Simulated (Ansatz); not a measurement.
One change: `[F][GeH2][SiH3]` becomes `[F][GeH2][Cl]`.

Ansatz, PBE0-D4/def2-TZVP geometries, multiplicity 1. 

Scalar relativity is left out up to krypton.

| property | `[F][GeH2][SiH3]` |
| --- | --- |
| size of the dipole moment (PBE/def2-TZVPP) / D | 2.05 |
| HOMO–LUMO gap (ωB97M-V/def2-TZVPP) / eV | 11.73 |
| size of the dipole moment (ωB97M-V/def2-TZVPP) / D | 2.23 |
| HOMO energy (ωB97M-V/def2-TZVPP) / eV | -10.51 |
| LUMO energy (PBE/def2-TZVPP) / eV | -1.49 |
| HOMO–LUMO gap (PBE0/def2-TZVPP) / eV | 7.82 |

(1) What does the change do to each property? (Best estimate.)

Results:

(1) Ansatz gave: 
```json
{"property": "size of the dipole moment (PBE/def2-TZVPP) / D", "`[F][GeH2][Cl]`": "2.11", "shift": "0.06"}
{"property": "HOMO–LUMO gap (ωB97M-V/def2-TZVPP) / eV", "`[F][GeH2][Cl]`": "13.12", "shift": "1.39"}
{"property": "size of the dipole moment (ωB97M-V/def2-TZVPP) / D", "`[F][GeH2][Cl]`": "2.27", "shift": "0.04"}
{"property": "HOMO energy (ωB97M-V/def2-TZVPP) / eV", "`[F][GeH2][Cl]`": "-11.46", "shift": "-0.95"}
{"property": "LUMO energy (PBE/def2-TZVPP) / eV", "`[F][GeH2][Cl]`": "-1.25", "shift": "0.24"}
{"property": "HOMO–LUMO gap (PBE0/def2-TZVPP) / eV", "`[F][GeH2][Cl]`": "8.95", "shift": "1.13"}
```

With PBE0 the HOMO falls by 0.77 eV and the LUMO rises by 0.36 eV, so the gap widens by about 1.13 eV. PBE moves the HOMO by -0.57 eV and ωB97M-V by -0.95 eV. The zero-point energy changes by -60.5 kJ/mol with -9 modes. Dipoles are sizes alone; their direction can turn.
